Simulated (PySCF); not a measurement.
Te(Br)(OMe) (CH3BrOTe), SMILES [Te](Br)OC. Atoms are numbered in the order given.

```xyz
7

Te     0.2867    -0.4606     0.7462
Br    -1.2028     1.2030    -0.4873
O      1.7517    -0.6528    -0.5909
C      1.4811    -1.3742    -1.7814
H      0.7506    -0.8457    -2.4196
H      2.4352    -1.4469    -2.3280
H      1.1027    -2.3935    -1.5837
```

Coordinates come from a B3LYP-D3(BJ)/def2-SVP optimisation. The structure was generated by enumeration, and PubChem lists no compound with its InChIKey, so it may never have been made. The def2 effective core potentials stand for the cores of Te; spin–orbit coupling is left out. The values are those of a single conformer.

Computed with ωB97X/def2-TZVP (PySCF).

ESP charges are fitted to the potential on shells at 1.4 to 2.0 van der Waals radii. Atomic charges (e):

```json
[
 {"atom": "Te1", "Mulliken": "0.49", "ESP fit": "0.27"},
 {"atom": "Br2", "Mulliken": "-0.24", "ESP fit": "(withheld)"},
 {"atom": "O3", "Mulliken": "-0.44", "ESP fit": "(withheld)"},
 {"atom": "C4", "Mulliken": "-0.16", "ESP fit": "-0.17"},
 {"atom": "H5", "Mulliken": "0.13", "ESP fit": "(withheld)"},
 {"atom": "H6", "Mulliken": "0.13", "ESP fit": "(withheld)"},
 {"atom": "H7", "Mulliken": "0.11", "ESP fit": "(withheld)"}
]
```

**Question.** Some entries are withheld; supply them. (Estimate from the structure and the level; the computed values follow.)

**Answer.** 
- Br2, ESP fit: -0.15
- O3, ESP fit: -0.26
- H5, ESP fit: 0.08
- H6, ESP fit: 0.14
- H7, ESP fit: 0.09

**Question.** Give the Mayer and Wiberg (Löwdin basis) orders of the bonds. (An estimate is asked for; the answer gives what the named calculation found.)

**Answer.** 
```json
[
 {"bond": "Te1–Br2", "Mayer": "1.04", "Wiberg": "1.51"},
 {"bond": "Te1–O3", "Mayer": "0.97", "Wiberg": "1.34"},
 {"bond": "O3–C4", "Mayer": "0.94", "Wiberg": "1.60"},
 {"bond": "C4–H5", "Mayer": "0.97", "Wiberg": "0.94"},
 {"bond": "C4–H6", "Mayer": "0.97", "Wiberg": "0.93"},
 {"bond": "C4–H7", "Mayer": "0.97", "Wiberg": "0.94"}
]
```
